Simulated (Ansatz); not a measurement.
Consider the redistribution: `FC[NH][AlH][SH]` + `CBO` → `[OH][AlH][SH]` + `CBNCF`.

Program: Ansatz. Geometries: PBE0-D4/def2-TZVP. ΔE: electronic, gas phase. CBS: MP2 limit from def2 TZ/QZ plus the TZ coupled-cluster correction, frozen cores. Functionals use def2-TZVPP. B3LYP here is the variant with VWN-RPA as its local correlation; programs differ in this. One conformer a species, not always the lowest.

| level | ΔE (kJ/mol) | difference from CCSD(T)/CBS |
| --- | --- | --- |
| PBE-D4 | -36.4 | 3.4 |
| r2SCAN-D4 | -37.9 | 1.9 |
| PBE0-D4 | -37.4 | 2.4 |
| B3LYP-D4 | -38.1 | 1.7 |
| ωB97M-V | -37.8 | 2.0 |
| B2PLYP | -39.2 | 0.6 |
| PBE | -36.6 | 3.2 |
| r2SCAN | -37.9 | 1.9 |
| B3LYP | -38.7 | 1.1 |
| HF/def2-TZVPP | -37.9 | 1.9 |
| SCS-MP2/def2-TZVPP | -39.2 | 0.6 |
| CCSD(T)/def2-TZVPP | -38.2 | 1.6 |
| HF/def2-QZVPP | -38.2 | 1.6 |
| SCS-MP2/def2-QZVPP | -40.1 | -0.3 |
| MP2/CBS(def2) | -41.5 | -1.7 |
| CCSD/CBS(def2) | -40.1 | -0.3 |
| CCSD(T)/CBS | -39.8 | 0 |

Largest T1 diagnostic among the species: 0.012.
